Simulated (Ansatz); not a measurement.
`Cl[Si]1(I)CO1`. Total charge 0; spin multiplicity 1. I takes the def2 core potential.

```xyz
7

Cl   -1.143    1.783   -1.377
Si   -0.673    0.255   -0.136
I    -2.524   -0.259    1.300
C     1.019   -0.227    0.200
O     0.169   -0.994   -0.774
H     1.861    0.261   -0.284
H     1.290   -0.819    1.071
```

Task: List the harmonic frequencies (cm⁻¹, unscaled) at PBE0-D4/def2-TZVP in Ansatz. (An estimate is asked.)

Result: The calculation gave: 134, 169, 188, 231, 331, 549, 710, 771, 783, 1045, 1093, 1140, 1459, 3110, 3197.

Task: Is this a minimum?

Result: Yes, all 15 modes are real.

Task: Give the ideal-gas thermochemistry at 298.15 K and 1 bar (rigid rotor, harmonic oscillator; point group C1, symmetry number 1).

Result: Zero-point energy 89.2 kJ/mol; H(298) − E = 107.8 kJ/mol; entropy 350.4 J/(mol·K), of which translation 176.1, rotation 123.1, vibration 51.1; G(298) − E = 3.3 kJ/mol.

Task: Rotational constants (cm⁻¹)?

Result: 0.09138, 0.03306, 0.02559.
